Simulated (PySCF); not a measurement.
Magnetisability: `CC/C=C(/C=O)CO`, C6H10O2

Molfile (atoms numbered from 1):
```
C6H10O2
     RDKit          3D

 18 17  0  0  0  0  0  0  0  0999 V2000
    2.5146    0.0638   -0.6306 C   0  0  0  0  0  0  0  0  0  0  0  0
    1.5285   -0.5926    0.3405 C   0  0  0  0  0  0  0  0  0  0  0  0
    0.4255    0.3517    0.6652 C   0  0  0  0  0  0  0  0  0  0  0  0
   -0.8766    0.2405    0.3689 C   0  0  0  0  0  0  0  0  0  0  0  0
   -1.7820    1.3151    0.7832 C   0  0  0  0  0  0  0  0  0  0  0  0
   -2.9707    1.3544    0.5640 O   0  0  0  0  0  0  0  0  0  0  0  0
   -1.5266   -0.9211   -0.3538 C   0  0  0  0  0  0  0  0  0  0  0  0
   -2.3725   -0.5152   -1.3954 O   0  0  0  0  0  0  0  0  0  0  0  0
    2.0137    0.3088   -1.5640 H   0  0  0  0  0  0  0  0  0  0  0  0
    3.3362   -0.6148   -0.8447 H   0  0  0  0  0  0  0  0  0  0  0  0
    2.9217    0.9784   -0.2055 H   0  0  0  0  0  0  0  0  0  0  0  0
    1.1498   -1.5179   -0.0909 H   0  0  0  0  0  0  0  0  0  0  0  0
    2.0558   -0.8390    1.2665 H   0  0  0  0  0  0  0  0  0  0  0  0
    0.7490    1.2483    1.1846 H   0  0  0  0  0  0  0  0  0  0  0  0
   -1.2849    2.1329    1.3410 H   0  0  0  0  0  0  0  0  0  0  0  0
   -2.0862   -1.5130    0.3911 H   0  0  0  0  0  0  0  0  0  0  0  0
   -0.7785   -1.5689   -0.8137 H   0  0  0  0  0  0  0  0  0  0  0  0
   -3.0254    0.0948   -1.0182 H   0  0  0  0  0  0  0  0  0  0  0  0
  1  2  1  0
  2  3  1  0
  3  4  2  0
  4  5  1  0
  5  6  2  0
  4  7  1  0
  7  8  1  0
  1  9  1  0
  1 10  1  0
  1 11  1  0
  2 12  1  0
  2 13  1  0
  3 14  1  0
  5 15  1  0
  7 16  1  0
  7 17  1  0
  8 18  1  0
M  END
```

Method: GIAO B3LYP/pcSseg-1 magnetisability, rotational g tensor and spin-rotation constants, non-relativistic, gas phase (PySCF). Geometry: GFN2-xTB.

Problem. How diamagnetic is it, and how anisotropic?

Solution. Isotropic -1076 × 10⁻³⁰ J/T², or -64.8 × 10⁻⁶ cm³/mol; principal values -1347, -951, -931 × 10⁻³⁰ J/T², anisotropy 406 × 10⁻³⁰ J/T² (root of half the summed squared differences of the principal values). The susceptibility is in cgs units.

Problem. Split it along the inertial axes a, b, c into diamagnetic and paramagnetic parts about the centre of mass, with the quadrupole moment.

Solution. 
| axis | χ (10⁻⁶ cm³/mol) | diamagnetic (10⁻⁶ cm³/mol) | paramagnetic (10⁻⁶ cm³/mol) | summed x² of all electrons (Å²) | quadrupole Θ (D Å) |
| --- | --- | --- | --- | --- | --- |
| a | -56.3 | -447.5 | 391.2 | 246.7 | -1.71 |
| b | -58.9 | -1167.6 | 1108.7 | 77.0 | -0.23 |
| c | -79.3 | -1373.5 | 1294.2 | 28.5 | +1.94 |

Anisotropies 2χaa − χbb − χcc = +25.6 and 2χbb − χaa − χcc = +17.8 × 10⁻⁶ cm³/mol. Θ is traceless in Buckingham's convention.

Problem. And the rotational g tensor?

Solution. 
| axis | rotational constant (GHz) | g | nuclear part | electronic part |
| --- | --- | --- | --- | --- |
| a | 3.5333 | -0.0548 | 0.5946 | -0.6494 |
| b | 1.1423 | -0.0168 | 0.5782 | -0.5950 |
| c | 0.9512 | -0.0054 | 0.5729 | -0.5783 |

Asymmetric top; isotopes 12C, 1H, 16O; no vibrational averaging.
